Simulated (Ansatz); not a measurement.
C2H4Si2, SMILES `[SiH2]=C=C=[SiH2]` (charge 0, multiplicity 1).

Cartesian coordinates (Å):
```xyz
8

Si     2.3398     0.0436    -0.1024
C      0.6261    -0.0196     0.0286
C     -0.6261     0.0196    -0.0285
Si    -2.3398    -0.0433     0.1019
H      3.0639    -1.1626    -0.5264
H      3.0766     1.0307     0.6988
H     -3.0639     1.1625     0.5267
H     -3.0767    -1.0308    -0.6986
```
Charge 0, multiplicity 1.

Frozen-core energies in 6-31g from Ansatz (a first-principles code) at a geometry from B3LYP-D3(BJ)/def2-TZVP; the HF reference has <S^2> = 0.00 (restricted, and unstable towards unrestricted orbitals) and the T1 diagnostic is 0.017.

| level | energy (Ha) | difference from CCSDT(Q) (mHa) |
|---|---|---|
| HF | -655.62291 | 359.25 |
| MP2 | -655.92082 | 61.34 |
| CCSD | -655.96434 | 17.82 |
| CCSD(T) | -655.98078 | 1.38 |
| CCSDT | -655.98127 | 0.89 |
| CCSDT(Q) | -655.98216 | 0.00 |
